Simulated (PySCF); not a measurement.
Species: Ga(H2S)Cl3.
Cartesian coordinates in Å at the PBE0-D3(BJ)/def2-SVP level; atoms count from 1:
```
atom  x, y, z in Å
Ga1    0.1727   -0.2518   -0.9750
S2     0.1532   -0.2421    1.5611
H3     0.4888    1.0647    1.6614
H4    -1.1711    0.0227    1.6496
Cl5    2.2933   -0.1926   -1.3121
Cl6   -0.9242    1.5733   -1.2989
Cl7   -0.9039   -2.0773   -1.3097
```

Computed, not measured: PySCF 2.14.0, PBE0-D3(BJ)/def2-SVP geometry optimisation, gas phase.

Q: Which atoms are bound to Ga1, and at what distances?

A: 4 atoms: Cl7 2.146 Å, Cl5 2.148 Å, Cl6 2.154 Å, S2 2.536 Å. The nearest atom not counted as bound is H4, at 2.96 Å (others tie with it).

Q: List the angles at Ga1.

A: 
| angle | degrees | distance of the outer atoms (Å) |
| --- | --- | --- |
| Cl5–Ga1–Cl7 | 119.6 | 3.71 |
| Cl5–Ga1–Cl6 | 117.1 | 3.67 |
| Cl6–Ga1–Cl7 | 116.2 | 3.65 |
| S2–Ga1–Cl5 | 99.5 | 3.58 |
| S2–Ga1–Cl7 | 98.9 | 3.57 |
| S2–Ga1–Cl6 | 98.2 | 3.55 |

Q: What is the shape at Ga1?

A: Distorted tetrahedral: angles from 98.2° to 119.6°; τ4 = (360° − α − β)/141° = 0.87 with α and β the two widest (0 for a square, 1 for a tetrahedron). Differences among atoms that Cs makes equivalent are scatter left by the optimiser.

Q: What are the other bond lengths?

A: S2–H3, S2–H4 1.353 Å.

Q: What are the rotational constants (commonest isotopes, rigid rotor)?

A: A = 1118, B = 1099, C = 1057 MHz: an asymmetric top.

Point group: Cs (tolerance 0.08 Å). Charge 0, singlet. PBE0-D3(BJ)/def2-SVP frequencies: not computed here.
